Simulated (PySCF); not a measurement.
## Ionisation energy of Ag by level of theory

Ag [Kr] 4d10 5s1 (2S) → Ag⁺ [Kr] 4d10 (1S), as a difference of total energies. Computed with PySCF 2.14 in x2c-TZVPall (8s6p6d1f, 63 functions), with the spin-free X2C one-electron Hamiltonian (Gaussian nucleus). Correlated levels: valence: [Kr] frozen. The calculations carry no spin-orbit coupling.

| method | ionisation energy (eV) | error (eV) |
| --- | --- | --- |
| UHF | 6.354 | -1.222 |
| BP86 | 8.105 | +0.529 |
| TPSS | 7.693 | +0.117 |
| MP2 (valence) | 7.079 | -0.497 |
| SCS-MP2 (valence) | 6.959 | -0.617 |

Reference: 7.576 eV (measured; NIST Atomic Spectra Database, ionization energies).

Errors of the correlated levels include the incompleteness of this basis and the frozen core.
